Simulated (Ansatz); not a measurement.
`OBCO`. The species carries charge 0 and has multiplicity 1.

```xyz
9

O    -0.2210    0.7315    1.3424
B     0.0654    0.7839    0.0175
C     0.1085   -0.5752   -0.7482
O    -0.1578   -1.7273    0.0250
H    -0.2392    1.5845    1.7811
H     0.2736    1.8353   -0.5259
H    -0.6006   -0.5207   -1.5904
H     1.0958   -0.6704   -1.2291
H    -0.3246   -1.4415    0.9275
```

Q: List the harmonic frequencies (cm⁻¹, unscaled) at PBE0-D4/def2-TZVP in Ansatz. (An estimate is asked.)

A: Computed: 161, 214, 266, 489, 620, 732, 810, 972, 974, 1108, 1167, 1241, 1273, 1385, 1419, 1464, 2589, 2983, 2997, 3843, 3896.

Q: Is this a minimum?

A: Yes, all 21 modes are real.

Q: Give the ideal-gas thermochemistry at 298.15 K and 1 bar (rigid rotor, harmonic oscillator; point group Cs, symmetry number 1).

A: Zero-point energy 183.1 kJ/mol; H(298) − E = 199.2 kJ/mol; entropy 295.1 J/(mol·K), of which translation 159.9, rotation 101.0, vibration 34.2; G(298) − E = 111.2 kJ/mol.

Q: Rotational constants (cm⁻¹)?

A: 0.56, 0.1908, 0.1461.
